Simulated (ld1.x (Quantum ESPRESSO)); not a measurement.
# Before and after: PAW potential for Re (Z = 75)

ld1.x (Quantum ESPRESSO) 7.5 input, shortened:

```
&input
   title='Re', zed=75., rel=1, dft='PBE', iswitch=3,
   config='[Xe] 4f14 5d5 6s1.5 6p0'
 /
 &inputp
   pseudotype=3, lpaw=.true., tm=.true., lloc=-2, rcloc=2.30,
   nlcc=.true., new_core_ps=.true.,
   which_augfun='PSQ', rmatch_augfun_nc=.true.
 /
6
6S  1  0   1.50   0.00  2.30  2.85  0.0
6S  1  0   0.00   0.05  2.30  2.85  0.0
6P  2  1   0.00   0.00  2.70  3.30  0.0
6P  2  1   0.00   0.05  2.70  3.30  0.0
5D  3  2   5.00   0.00  1.95  2.15  0.0
5D  3  2   0.00   0.30  1.95  2.15  0.0
 &test
   configts(1)='5d5 6s1.5 6p0'
 /
```

Change: all radii but the core radius scaled by about 0.83 (s 2.36, p 2.74, d 1.78 bohr, rcut 1.90/2.24/1.62); local potential all-electron potential smoothed inside 1.90 bohr (lloc = -2).

Cutoffs: the cutoffs (Ry, on a coarse ladder) from which the occupation-weighted sum of valence levels, in a spherical-Bessel basis at the reference potential, stays within 10 and 1 mRy of its value at 400 Ry; they do not see the model core or the augmentation charge, which bear on the density cutoff. Errors are all-electron minus pseudo energies relative to the spin-unpolarised reference configuration.

Task: How do hardness, ghosts and transferability respond?

Result: The potential gets harder (21 Ry and 35 Ry → 30 Ry and 50 Ry); a bound ghost appears in p, which as a rule spoils a file; the s channel binds one level more than in the base; the errors of the 7 common tests hardly move. A smaller radius makes the pseudo-wave follow the all-electron one further in, where it bends more sharply, so more plane waves are needed.

| quantity | base | changed |
| --- | --- | --- |
| cutoff, loose | 21 Ry | 30 Ry |
| cutoff, tight | 35 Ry | 50 Ry |
| loose cutoff by channel (10 mRy a level) | s 6 Ry, d 18 Ry | s 6 Ry, d 30 Ry |
| bound ghosts | none | p |
| error for 5d5 6s2 6p0, meV [ΔE -3.78 eV] | +1.2 | +1.1 |
| error for 5d5 6s1 6p0, meV [ΔE 5.47 eV] | -2.3 | -2.4 |
| error for 5d5 6s0 6p0, meV [ΔE 21.79 eV] | -14 | -14 |
| error for 5d4 6s0 6p0, meV [ΔE 48.92 eV] | -152 | -152 |
| error for 5d5.5 6s1.5 6p0, meV [ΔE -3.40 eV] | -5.6 | -5.7 |
| error for 5d5 6s1 6p1, meV [ΔE 1.00 eV] | -0.3 | -0.4 |
| error for 5d6 6s1 6p0, meV [ΔE -2.84 eV] | -22 | -23 |
| lowest overlap eigenvalue by channel | s 0.37, p 0.54, d 0.96 | s 0.52, p 0.61, d 0.83 |

 A true bound ghost makes a file unfit for plane-wave use even where its test errors are small: the radial tests pick states by their node count and pass the ghost by.
